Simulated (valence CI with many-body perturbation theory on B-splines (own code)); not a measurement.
Ir LXXII: electric-dipole lines

Method: configuration interaction combined with many-body perturbation theory (CI+MBPT): four valence electrons over a frozen Dirac-Fock core [He], radial functions for each j: 11 s, 11 p, 9 d, 7 f, 5 g, 2 h, 1 i, with the one-electron correlation potential Σ1, the two-electron term Σ2, the three-electron term Σ3, Breit, model QED; selected CI, second order for the rest (own B-spline code, finite nucleus).

No measured spectrum was set against this ion. As an estimate, large intervals hold to a few tenths of a per cent, small ones and those within an open d or f shell to about a per cent. Among the levels kept, up to 310 cm⁻¹ of a level comes from second order outside the variational space, and about a tenth of that is noise between levels of different J, which matters for small intervals.

Lines 1 to 50 of 249 in falling wavelength, among levels below 14342 eV, chosen from the strongest by gf and those to the six lowest levels. Wavelengths and rates use the calculated energies. Electric multipoles are in the length gauge, E1 and E2 with the static RPA response of the core. Weak lines are less certain than strong ones. Lines between different terms over intervals too small for the method are left out, as are lines whose strength nearly cancels. The highest levels of a list are the least certain.

Levels are named by their leading jj configuration (3d3/2^4 stands for four electrons in 3d with j = 3/2), which in mixed levels can hold well under half, so a name can repeat and another be missing. Letters in brackets count levels of one name in rising energy.

```tsv
λ vac (nm)	Upper	Lower	A (s⁻¹)	S (a.u.)
5.963	(2s 2p1/2 2p3/2 3d5/2) J=5	(2s 2p1/2 2p3/2 3p3/2) J=4	7.55e+10	8.69e-02
5.933	(2s 2p1/2^2 3d5/2) J=3	(2s 2p1/2^2 3p3/2) J=2	7.66e+10	5.53e-02
5.892	(2s 2p1/2 2p3/2 3d5/2) J=4 [a]	(2s 2p1/2 2p3/2 3p3/2) J=3 [a]	7.16e+10	6.50e-02
5.866	(2s^2 2p3/2 3d5/2) J=3	(2s^2 2p3/2 3p3/2) J=2	5.13e+10	3.58e-02
5.864	(2s 2p1/2 2p3/2 3d5/2) J=4 [b]	(2s 2p1/2 2p3/2 3p3/2) J=3 [b]	6.20e+10	5.55e-02
5.847	(2s^2 2p3/2 3d5/2) J=4	(2s^2 2p3/2 3p3/2) J=3	5.68e+10	5.04e-02
5.827	(2s 2p1/2 2p3/2 3d5/2) J=3 [a]	(2s 2p1/2 2p3/2 3p3/2) J=2 [a]	5.81e+10	3.97e-02
5.684	(2s^2 2p1/2 3d5/2) J=3	(2s^2 2p1/2 3p3/2) J=2	8.01e+10	5.08e-02
5.585	(2s 2p1/2^2 3d5/2) J=2	(2s 2p1/2^2 3p3/2) J=1	8.08e+10	3.47e-02
5.005	(2s 2p1/2 2p3/2^2) J=2 [a]	(2s^2 2p3/2^2) J=2	2.76e+09	8.55e-04
4.231	(2s 2p1/2 2p3/2^2) J=3	(2s^2 2p3/2^2) J=2	1.71e+10	4.49e-03
4.069	(2s 2p1/2^2 2p3/2) J=2	(2s^2 2p1/2 2p3/2) J=2	1.60e+10	2.66e-03
3.839	(2s 2p1/2^2 2p3/2) J=2	(2s^2 2p1/2 2p3/2) J=1	2.10e+10	2.93e-03
3.221	(2s 2p1/2 2p3/2^2) J=1 [a]	(2s^2 2p3/2^2) J=2	3.39e+10	1.68e-03
3.150	(2s 2p1/2 2p3/2^2) J=2 [b]	(2s^2 2p3/2^2) J=2	2.80e+10	2.16e-03
3.118	(2s 2p1/2^2 2p3/2) J=1	(2s^2 2p1/2 2p3/2) J=2	6.13e+10	2.75e-03
2.982	(2s 2p1/2^2 2p3/2) J=1	(2s^2 2p1/2 2p3/2) J=1	1.37e+10	5.36e-04
2.206	(2s 2p1/2 2p3/2 3d3/2) J=3 [b]	(2s 2p1/2 2p3/2 3p1/2) J=2 [b]	5.62e+11	2.08e-02
2.199	(2s 2p1/2 2p3/2 3d3/2) J=2 [d]	(2s 2p1/2 2p3/2 3p1/2) J=1 [c]	6.08e+11	1.59e-02
2.176	(2s^2 2p1/2 3d3/2) J=1	(2s^2 2p1/2 3p1/2) J=0	7.78e+11	1.19e-02
2.173	(2s 2p1/2 2p3/2 3d3/2) J=2 [b]	(2s 2p1/2 2p3/2 3p1/2) J=2 [b]	8.43e+11	2.14e-02
2.136	(2s 2p1/2 2p3/2 3d3/2) J=1 [b]	(2s 2p1/2 2p3/2 3p1/2) J=2 [b]	1.17e+12	1.68e-02
2.126	(2s^2 2p3/2 3d3/2) J=2	(2s^2 2p3/2 3p1/2) J=2	6.11e+11	1.45e-02
2.125	(2s 2p1/2 2p3/2 3d3/2) J=2 [a]	(2s 2p1/2 2p3/2 3p1/2) J=2 [a]	6.25e+11	1.48e-02
2.120	(2s^2 2p3/2 3d3/2) J=2	(2s^2 2p3/2 3p1/2) J=1	6.36e+11	1.49e-02
2.113	(2s 2p1/2^2 3d3/2) J=1	(2s 2p1/2^2 3p1/2) J=0	8.71e+11	1.22e-02
2.113	(2s 2p1/2 2p3/2 3p3/2) J=1 [a]	(2s 2p1/2 2p3/2 3s) J=1 [a]	1.50e+12	2.09e-02
2.109	(2s 2p1/2^2 3p3/2) J=1	(2s 2p1/2^2 3s) J=0	1.28e+12	1.78e-02
2.105	(2s 2p1/2 2p3/2 3d3/2) J=2 [c]	(2s 2p1/2 2p3/2 3p1/2) J=1 [b]	8.64e+11	1.99e-02
2.095	(2s^2 2p3/2 3d3/2) J=3	(2s^2 2p3/2 3p1/2) J=2	1.30e+12	4.13e-02
2.092	(2s 2p1/2 2p3/2 3d3/2) J=3 [c]	(2s 2p1/2 2p3/2 3p1/2) J=2 [c]	1.30e+12	4.12e-02
2.088	(2s 2p1/2^2 3d3/2) J=2	(2s 2p1/2^2 3p1/2) J=1	1.29e+12	2.89e-02
2.088	(2s 2p1/2 2p3/2 3d3/2) J=3 [a]	(2s 2p1/2 2p3/2 3p1/2) J=2 [a]	1.18e+12	3.72e-02
2.086	(2s 2p1/2 2p3/2 3d3/2) J=2 [a]	(2s 2p1/2 2p3/2 3p1/2) J=1 [a]	6.57e+11	1.47e-02
2.085	(2s^2 2p1/2 3d3/2) J=2	(2s^2 2p1/2 3p1/2) J=1	1.31e+12	2.92e-02
2.084	(2s 2p1/2 2p3/2 3p3/2) J=2 [b]	(2s 2p1/2 2p3/2 3s) J=2 [b]	1.32e+12	2.96e-02
2.084	(2s^2 2p3/2 3p3/2) J=1	(2s^2 2p3/2 3s) J=1	1.62e+12	2.17e-02
2.081	(2s 2p1/2 2p3/2 3d3/2) J=4	(2s 2p1/2 2p3/2 3p1/2) J=3	1.29e+12	5.14e-02
2.074	(2s 2p1/2 2p3/2 3d3/2) J=1 [a]	(2s 2p1/2 2p3/2 3p1/2) J=1 [a]	1.13e+12	1.49e-02
2.073	(2s^2 2p3/2 3d3/2) J=1	(2s^2 2p3/2 3p1/2) J=1	1.10e+12	1.45e-02
2.073	(2s 2p1/2 2p3/2 3p3/2) J=3 [c]	(2s 2p1/2 2p3/2 3s) J=2 [c]	1.74e+12	5.36e-02
2.073	(2s 2p1/2 2p3/2 3p3/2) J=2 [c]	(2s 2p1/2 2p3/2 3s) J=1 [c]	1.73e+12	3.79e-02
2.071	(2s 2p1/2 2p3/2 3d3/2) J=1 [c]	(2s 2p1/2 2p3/2 3p1/2) J=0	8.47e+11	1.11e-02
2.053	(2s^2 2p3/2 3p3/2) J=3	(2s^2 2p3/2 3s) J=2	2.09e+12	6.25e-02
2.051	(2s 2p1/2 2p3/2 3d3/2) J=3 [b]	(2s 2p1/2 2p3/2 3p1/2) J=3	6.82e+11	2.03e-02
2.049	(2s 2p1/2 2p3/2 3p3/2) J=2 [a]	(2s 2p1/2 2p3/2 3s) J=1 [a]	8.63e+11	1.83e-02
2.048	(2s 2p1/2 2p3/2 3p3/2) J=3 [a]	(2s 2p1/2 2p3/2 3s) J=2 [a]	2.06e+12	6.10e-02
2.039	(2s 2p1/2 2p3/2 3p3/2) J=3 [b]	(2s 2p1/2 2p3/2 3s) J=2 [b]	7.71e+11	2.26e-02
2.036	(2s 2p1/2 2p3/2 3p3/2) J=4	(2s 2p1/2 2p3/2 3s) J=3	1.88e+12	7.05e-02
2.030	(2s 2p1/2 2p3/2 3p3/2) J=1 [b]	(2s 2p1/2 2p3/2 3s) J=2 [b]	1.83e+12	2.26e-02
```
